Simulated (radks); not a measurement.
Task: Tb3+, 62 electrons, occupied as [Xe] 4f8. Calculated with a radial shooting solver on a logarithmic mesh with Libxc functionals: scalar-relativistic Kohn-Sham, LDA (Slater exchange, Perdew-Wang correlation), spin-polarised, spherical densities, finite nucleus; open shells are filled with parallel spins first (spin-orbit coupling, left out, can overturn this in heavy ions); Fermi nuclear charge, rms radius 5.06 fm. Some entries of the table are withheld. Estimate them.

orbital  occ.  eigenvalue (hartree)  <r^2> (bohr^2)
1s down     1             -1904.895       0.0006325
1s up       1             -1904.895       0.0006325
2s up       1             -316.8035        0.009902
2s down     1             -316.7999        0.009902
2p up       3             -281.7971        0.007992
2p down     3             -281.7945        0.007992
3s up       1             -71.21948         0.06567
3s down     1             -71.12932         0.06558
3p up       3             -60.41974         0.06586
3p down     3             -60.33029         0.06575
3d up       5             -46.29489         0.05520
3d down     5             -46.22504         0.05507
4s up       1             -15.11398          0.3308
4s down     1             -14.92025          0.3310
4p up       3             -11.55049          0.3736
4p down     3             -11.35930          0.3741
4d up       5              -6.65392          0.4483
4d down     5              -6.46715          0.4504
5s up       1              -2.85824             (1)
5s down     1              -2.76539             (2)
5p up       3              -1.97585           2.517
5p down     3              -1.90624           2.605
4f up       7                   (3)          0.8576
4f down     1                   (4)          0.9427

Result: 
(1) 5s up <r^2> (bohr^2): 1.872
(2) 5s down <r^2> (bohr^2): 1.920
(3) 4f up eigenvalue (hartree): -1.33327
(4) 4f down eigenvalue (hartree): -1.16819
